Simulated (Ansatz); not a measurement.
Consider the substitution at a C–Sn bond: `[SnH3][CH]1O[SiH2]1` + H₂Se → `[SeH]C1O[SiH2]1` + `[SnH4]`.

Calculated with Ansatz (gas phase, PBE0-D4/def2-TZVP geometries, no zero-point term in ΔE). CBS: MP2 limit from def2 TZ/QZ plus the TZ coupled-cluster correction, frozen cores. Elements past krypton have def2 core potentials. For Se, Sn outer-core shells are correlated without core-valence functions, which leaves a few kJ/mol of doubt a bond. Scalar relativity is left out up to krypton. One conformer a species, not always the lowest.

`[SnH3][CH]1O[SiH2]1`:

```xyz
10

Sn    0.881   -1.292    0.666
C    -0.238   -0.096   -0.713
O     0.434    1.177   -1.095
Si   -0.994    1.491   -0.305
H     1.245   -0.331    2.029
H     2.327   -1.834   -0.062
H    -0.065   -2.635    1.135
H    -0.610   -0.629   -1.589
H    -2.081    2.078   -1.118
H    -0.899    2.070    1.052
```

H₂Se:

```xyz
3

Se    0.545    0.266   -0.318
H     0.252   -0.121    1.066
H    -0.796   -0.145   -0.748
```

`[SeH]C1O[SiH2]1`:

```xyz
8

Se    0.480   -0.752   -2.024
C    -0.104   -0.806   -0.190
O    -1.364   -0.129    0.128
Si   -0.113    0.576    0.970
H     0.978    0.630   -1.995
H    -0.097   -1.842    0.143
H    -0.110    0.409    2.439
H     0.330    1.915    0.528
```

`[SnH4]`:

Z-matrix (Å, degrees):
```
Sn
H 1 1.704
H 1 1.704 2 109.5
H 1 1.704 2 109.5 3 -120.0
H 1 1.704 2 109.5 3 120.0
```

```json
{"level": "MP2/def2-QZVPP", "ΔE (kJ/mol)": "22.3"}
{"level": "MP2/CBS(def2)", "ΔE (kJ/mol)": "24.4"}
```

(1) What does CCSD(T)/CBS give? (Estimate.)

Largest T1 diagnostic among the species: 0.015.

Results:

(1) Ansatz gave: +24.2 kJ/mol. The listed levels differ from it by -1.9, 0.2 kJ/mol.

CCSD(T)/CBS has its own doubt, a few kJ/mol and more with outer-core shells, so smaller differences from it don't rank the levels.
